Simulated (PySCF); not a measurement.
**Orbital picture of ScS**

PBE0 at R = 2.124 Å; Sc def2-TZVPP, S def2-TZVPP; no relativity (PySCF 2.14). State: ²Σ⁺ (doublet), unpaired electrons σ ↑. Only the outer orbitals are listed, counted within each symmetry.

```csv
spin,orbital,occ.,ε (eV),on Sc (%),main shells (%)
α,3π,1,-36.58,100,100 Sc p
α,3π,1,-36.58,100,100 Sc p
α,8σ,1,-36.46,98,98 Sc p
α,9σ,1,-17.01,11,89 S s
α,10σ,1,-7.23,27,"70 S p, 19 Sc d"
α,4π,1,-6.74,27,"73 S p, 21 Sc d"
α,4π,1,-6.74,27,"73 S p, 21 Sc d"
α,11σ,1,-5.09,100,"73 Sc s, 19 Sc d"
α,1δ,0,-2.18,100,100 Sc d
α,1δ,0,-2.18,100,100 Sc d
α,5π,0,-1.97,94,"50 Sc d, 44 Sc p"
β,3π,1,-36.35,100,100 Sc p
β,3π,1,-36.35,100,100 Sc p
β,8σ,1,-35.87,97,98 Sc p
β,9σ,1,-17.08,11,89 S s
β,10σ,1,-7.16,23,"75 S p, 15 Sc d"
β,4π,1,-6.76,24,"76 S p, 19 Sc d"
β,4π,1,-6.76,24,"76 S p, 19 Sc d"
β,11σ,0,-2.61,99,"76 Sc s, 13 Sc d, 10 Sc p"
β,1δ,0,-1.69,100,100 Sc d
β,1δ,0,-1.69,100,100 Sc d
```

Problem. Which are the highest filled and the lowest empty level, where do they sit, and how wide is the gap?

Solution. Highest filled α 11σ at -5.09 eV (in %: 73 Sc s, 19 Sc d); lowest empty β 11σ at -2.61 eV (in %: 76 Sc s, 13 Sc d, 10 Sc p); the gap at PBE0 is 2.48 eV.

The bond order (Mayer) is 2.54. The ⟨S²⟩ is 0.756 and the charge on Sc (Mulliken, basis-dependent) is 0.33. The charge on Sc (Löwdin, basis-dependent) is -0.56, the dipole moment (positive dipole means Sc(−)S(+)) is -5.46 D and the polarisability along the bond is 135.9 bohr³. The polarisability across the bond is 126.1 bohr³.

With d or f electrons several states lie close, and the lowest PBE0 determinant need not be the measured ground state.
